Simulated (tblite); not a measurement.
Species: C₆H₁₃As.
Cartesian coordinates in Å at the GFN2-xTB level; atoms count from 1:
```xyz
20
C6H13As angstrom
C      2.5484    0.4546   -0.2666
C      1.4600   -0.6048   -0.1380
C      0.0711   -0.0094    0.0989
C     -0.9761   -1.0972    0.3396
C     -2.3436   -0.4351    0.4870
As    -2.3663    1.1355   -0.7473
C     -0.4393    0.8138   -1.0794
H      2.3801    1.0815   -1.1389
H      3.5237   -0.0161   -0.3702
H      2.5676    1.0906    0.6164
H      1.7045   -1.2643    0.6992
H      1.4389   -1.2166   -1.0438
H      0.1123    0.6313    0.9892
H     -0.7295   -1.6935    1.2213
H     -0.9831   -1.7677   -0.5250
H     -2.5026   -0.0936    1.5119
H     -3.1447   -1.1388    0.2473
H     -2.1017    2.1453    0.3501
H     -0.3284    0.2427   -2.0072
H      0.1033    1.7525   -1.2003
```

All values are computed: GFN2-xTB (tblite) harmonic vibrations without scaling, gas phase. Against measured fundamentals such values can be off by several per cent, at times by over 20. Modes of hydrogen on arsenic can be 10 to 20 % off. One conformer, not necessarily the lowest.

Harmonic wavenumbers (cm⁻¹): 81.1, 99.6, 149.0, 198.2, 241.7, 316.9, 387.7, 436.0, 470.3, 591.3, 616.8, 690.4, 692.6, 805.8, 820.7, 851.6, 896.2, 944.1, 990.1, 1017.2, 1045.4, 1052.8, 1090.5, 1117.6, 1128.6, 1181.2, 1188.3, 1210.3, 1242.4, 1267.9, 1275.8, 1332.5, 1336.3, 1357.6, 1415.9, 1456.2, 1464.4, 1492.5, 1498.5, 1505.5, 1509.9, 1847.4, 2898.9, 2919.1, 2935.2, 2949.3, 2955.3, 2955.9, 2965.0, 2966.3, 2971.7, 3026.4, 3031.3, 3040.6.

A = 3688, B = 976.8, C = 817.0 MHz; mass 160.023 u (most abundant isotopes); point group C1, symmetry number 1.

Zero-point energy?

½Σν̃ = 37965 cm⁻¹ = 454.16 kJ/mol.

Entropy at 200 K, 1 bar (ideal gas, RRHO, classical rotation)?

Translation 163.85, rotation 116.69, vibration 53.80: S = 334.4 J/(mol K).

And Cp and H(200 K) − H(0)?

Cp = 100.70 J/(mol K), of which vibrations give 67.45 (their classical limit is 54 R = 449.0); H(200 K) − H(0) = 12.96 kJ/mol without the zero-point energy, 6.30 from vibrations.

Which modes carry the vibrational entropy at 200 K?

81.1 cm⁻¹: 12.91; 99.6 cm⁻¹: 11.26; 149.0 cm⁻¹: 8.12; 198.2 cm⁻¹: 6.04; 241.7 cm⁻¹: 4.69; 316.9 cm⁻¹: 3.06 J/(mol K); the other 48 give 7.72 together.

How do the functions run with temperature in this model?

| T (K) | S (J/(mol K)) | Cp (J/(mol K)) | H − H(0) (kJ/mol) | G − H(0) (kJ/mol) | ln q(vib) |
| --- | --- | --- | --- | --- | --- |
| 150 | 308.2 | 82.5 | 8.39 | -37.84 | 1.75 |
| 250 | 359.0 | 121.2 | 18.49 | -71.25 | 3.64 |
| 298.15 | 382.1 | 142.5 | 24.84 | -89.10 | 4.60 |
| 400 | 430.4 | 188.1 | 41.69 | -130.48 | 6.72 |
| 600 | 521.4 | 261.7 | 87.08 | -225.79 | 11.12 |
| 900 | 642.4 | 333.8 | 177.30 | -400.86 | 17.81 |

q(vib) and H(0) count from the zero-point level.

What must be added to the electronic energy to get the Gibbs energy at 200 K and 1 bar?

ZPE + [H(200 K) − H(0)] − T·S = 454.16 + 12.96 − 66.87 = 400.25 kJ/mol.

Hindered rotation and anharmonicity are outside this model. Other conformers, if any are populated, would add a mixing term that is left out. The structure is chiral; the term R ln 2 for an equal mix with its mirror image is left out.
